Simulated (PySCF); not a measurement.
SMILES C(=O)(c1sccc1)OC, GFN2-xTB optimised geometry.

```
15

C     -1.02     3.16     0.01
O     -1.07     1.74     0.01
C      0.10     1.08     0.00
O      1.18     1.62     0.00
C     -0.10    -0.36     0.00
C      0.87    -1.33     0.00
C      0.33    -2.63     0.00
C     -1.03    -2.63     0.00
S     -1.69    -1.05     0.00
H     -0.99     3.52    -1.02
H     -1.92     3.51     0.51
H     -0.12     3.50     0.53
H      1.92    -1.09     0.00
H      0.93    -3.52     0.00
H     -1.69    -3.48     0.00
```

Density from PySCF with PBE/def2-TZVP at that geometry.

Minimum of the electron density along straight lines between bonded atoms, close to the bond critical point (lines longer than 1.1 times the sum of covalent radii, or with two minima, are not listed):

| bond | length / Å | ρ at the minimum / e bohr⁻³ | ∇²ρ there / e bohr⁻⁵ | position (fraction from the first atom) |
|---|---|---|---|---|
| C1–O2 | 1.419 | 0.251 | -0.47 | 0.36 |
| O2–C3 | 1.344 | 0.308 | -0.68 | 0.65 |
| C3–O4 | 1.207 | 0.427 | -0.26 | 0.34 |
| C3–C5 | 1.458 | 0.282 | -0.77 | 0.51 |
| C5–C6 | 1.371 | 0.324 | -0.92 | 0.51 |
| C6–C7 | 1.405 | 0.305 | -0.85 | 0.50 |
| C7–C8 | 1.363 | 0.328 | -0.94 | 0.49 |
| C5–S9 | 1.730 | 0.210 | -0.40 | 0.48 |
| C8–S9 | 1.713 | 0.217 | -0.44 | 0.48 |
| C1–H10 | 1.092 | 0.282 | -0.97 | 0.65 |
| C1–H11 | 1.088 | 0.285 | -1.00 | 0.65 |
| C1–H12 | 1.092 | 0.284 | -0.99 | 0.65 |
| C6–H13 | 1.075 | 0.288 | -1.03 | 0.65 |
| C7–H14 | 1.075 | 0.287 | -1.01 | 0.65 |
| C8–H15 | 1.072 | 0.289 | -1.03 | 0.65 |
